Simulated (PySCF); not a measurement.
Structure problem from calculated spectra and properties.

Formula: C2H8AsGeNO.

| Item | Value |
| --- | --- |
| NMR, other nuclei | isotropic shieldings of nuclei other than C and H, by class: 133 (1 N), -99 (1 O), 1430 (1 Ge), 1899 (1 As) ppm [GIAO PBE0/pcSseg-1] |
| UV, first state | lowest singlet excitation: 5.71 eV (217 nm, f = 0.001) [TDDFT CAM-B3LYP/def2-SVPD] |
| 13C NMR | chemical shifts (computed TMS as zero) by class: 170.5 (1 C), 32.4 (1 C) ppm [GIAO PBE0/pcSseg-1] |
| Rotational structure | rotational constants A, B, C: 2.399, 0.970, 0.808 GHz [PBE0-D3(BJ)/def2-SVP] |
| Couplings | largest of the computed one-bond spin–spin couplings (means over like bonds): 13C–1H +193.6, 13C–1H +142.7 (×3), 17O–13C +28.7, 15N–13C -11.1, 15N–13C -9.6 Hz [B3LYP/pcJ-1 (pcSseg-1 on As, pcSseg-1 on Ge), spin–dipole term left out for some pairs] |
| Triplet | lowest triplet excitation (Tamm–Dancoff): 4.98 eV [TDA CAM-B3LYP/def2-SVPD] |
| UV, strongest line | among the 10 lowest singlet transitions: S3 at 6.20 eV (200 nm, f = 0.188) [TDDFT CAM-B3LYP/def2-SVPD] |
| Valence photoelectron | vertical ionisation energy: 9.12 eV [ΔSCF CAM-B3LYP/def2-SVPD] |

Electronic properties: PySCF, gas phase, density fitting. Levels stand in brackets. The structure is a single PBE0-D3(BJ)/def2-SVP conformer in the gas phase; no vibrational or solvent corrections. The calculation is non-relativistic and has no spin–orbit coupling, an omission that weighs most on arsenic and germanium. Each NMR value is the plain mean over a class of atoms that symmetry, rotation or inversion makes alike.

Question: Propose a structure and show how it fits.

Answer: Numbering: `[CH3:1][N:2]([CH:3]=[O:4])[GeH2:5][AsH2:6]`. 2 carbons fall into 2 classes; from least to most shielded: amide carbonyl carbon [C3] (170.5 ppm), N-methyl carbon [C1] (32.4 ppm). The other shieldings belong to: 133 ppm, amide nitrogen [N2]; -99 ppm, amide oxygen [O4]; 1430 ppm, germanium bonded to As, N and 2 H [Ge5]; 1899 ppm, arsenic bonded to Ge and 2 H [As6]. The couplings run between: +193.6 Hz, amide carbonyl carbon [C3] and its hydrogen; +142.7 Hz, N-methyl carbon [C1] and its hydrogen (with 2 like pairs); +28.7 Hz, amide oxygen [O4] and amide carbonyl carbon [C3]; -11.1 Hz, amide nitrogen [N2] and amide carbonyl carbon [C3]; -9.6 Hz, amide nitrogen [N2] and N-methyl carbon [C1]. The first electron is taken from the HOMO, whose largest Löwdin shares are 0.38 on the arsenic bonded to Ge and 2 H, 0.20 on the amide nitrogen, 0.11 on the germanium bonded to As, N and 2 H and 0.11 on the amide oxygen. The optimised geometry has point group C1 and is an asymmetric top. Structure: `C[N](C=O)[GeH2][AsH2]`. The assignments are read from this structure; whether some other isomer fits the data as well wasn't checked.

Conformer computed: `[CH3:1][N:2]([CH:3]=[O:4])[GeH2:5][AsH2:6]`: C1–N2–C3–O4 -179°, C1–N2–Ge5–As6 127°, H–As6–Ge5–N2 -28°, H–As6–Ge5–N2 -119°.
